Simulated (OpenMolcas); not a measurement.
Ir6+ among 6 point charges of -1 e arranged as a trigonal antiprism (D3d), with a polar angle of 63.5° against the regular 54.74°.

```json
{
  "Program": "OpenMolcas 26.06",
  "Method": "CASSCF",
  "Basis": "ANO-RCC-VDZP [7s6p4d2f]",
  "Scalar Hamiltonian": "DKH2, point nucleus",
  "Active space": "3 electrons in 5 orbitals (5d)",
  "State averaging": "2S+1 = 4 even, 10 roots; 2S+1 = 2 even, 40 roots",
  "Spin-orbit coupling": "state interaction with AMFI integrals over the reference wave functions"
}
```

All point charges move together. At R = 1.85 Å the first state of the same spin is 4357 cm-1, and at R = 1.95 Å it is 3229 cm-1.

Q: A third run gives 1924 cm-1. What distance was it run at?

A: With a power law R^-n the two known points give n = -ln(3229 / 4357) / ln(1.95 / 1.85) = 5.69. Then R = 1.85 × (4357 / 1924)^(1/5.69) = 2.136 Å. The run was at 2.13 Å, so the estimate is off by +0.006 Å.

Without dynamic correlation the repulsion within the d shell is too large (B by tens of per cent), so at a given field states of lower spin stand too high. Spin-orbit coupling mixes the spin-free states strongly: the lowest level takes only 33 % from its leading state, 4A2 (figures for R = 1.85; the like holds for R = 1.95, R = 2.13). This is an electrostatic model: the charges have no orbitals. No measured value stands beside these numbers.
